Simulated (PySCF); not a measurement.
Mapped SMILES: `[CH2:1]=[CH:2][N:3]1[C@@H:4]([CH3:5])[CH2:6][Si@@H:7]1[SiH3:8]`; H(Xn) means a hydrogen on atom n. Ha(C6) is cis to C5 on the ring; Ha(C1) is cis to N3; Hb(C6) is trans to C5 on the ring; Hb(C1) is trans to N3.

[PySCF 2.14: GIAO PBE0/pcSseg-1 shieldings; geometry: GFN2-xTB; one conformer; in vacuum; equivalent nuclei averaged; non-relativistic Hamiltonian]

Chemical shifts δ = σref − σ; 13C vs TMS, all at this level.

Q: Do the 13C shifts follow the atomic charges (in e)? Tabulate both.

A: 
```
atoms  hybridisation  δ (ppm)  σ para (ppm)  Hirshfeld    IAO  Mulliken  ESP-fitted
   C2            sp2    144.6          -210      -0.01  -0.03     +0.11       -0.02
   C1            sp2     86.8          -157      -0.17  -0.43     -0.26       -0.67
   C4            sp3     61.3          -120      +0.03  +0.02     -0.09       +0.47
   C5            sp3     27.1           -88      -0.12  -0.43     -0.19       -0.53
   C6            sp3     17.7           -87      -0.16  -0.53     -0.45       -0.51
```

Correlation coefficients of δ with charge over these carbons: Hirshfeld +0.50, IAO +0.63, Mulliken +0.80, ESP-fitted +0.30; with the paramagnetic shielding -1.00. With so few points, grouped by hybridisation, these coefficients are fragile. Charge is one influence among several: hybridisation and low-lying excitations act through the paramagnetic term.

Shifts are as computed. Against solution values, carbons near 30 ppm lie about +3 ppm off and those near 130 ppm about +5 ppm. Of 1211 compounds with measured shifts, 218 miss one by over three times the rms of a fit or turn the order of signals round; such compounds aren't used in these exercises.
